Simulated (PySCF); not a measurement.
**O³⁺ (oxygen, charge +3) across methods**

[He] 2s2 2p1, 2P determinant. All numbers are calculated (PySCF 2.14, the spin-free X2C one-electron Hamiltonian (Gaussian nucleus), in aug-cc-pCVTZ-DK (7s6p4d2f, 59 functions)).

```
 method  E (hartree)  mean ε 2s α (eV)  mean ε 2s β (eV)  mean ε 2p α (eV)  Σ⟨r²⟩ (bohr²)   ⟨S²⟩
    UHF    -71.14806           -91.170           -85.714           -78.015          3.393  0.753
   BP86     -71.2898           -80.352           -78.041           -66.677          3.382  0.751
 revPBE     -71.2891           -80.279           -77.911           -66.624          3.390  0.751
 r2SCAN     -71.2609           -81.095           -78.238           -67.813          3.387  0.752
   PBE0     -71.2329           -83.214           -80.186           -69.601          3.387  0.751
r2SCANh     -71.2627           -82.164           -79.094           -68.892          3.386  0.752
   PW91     -71.2616           -80.365           -77.956           -66.781          3.390  0.751
    LDA     -70.7201           -80.019           -77.574           -66.238          3.410  0.751
    PBE     -71.2199           -80.256           -77.875           -66.610          3.391  0.751
```
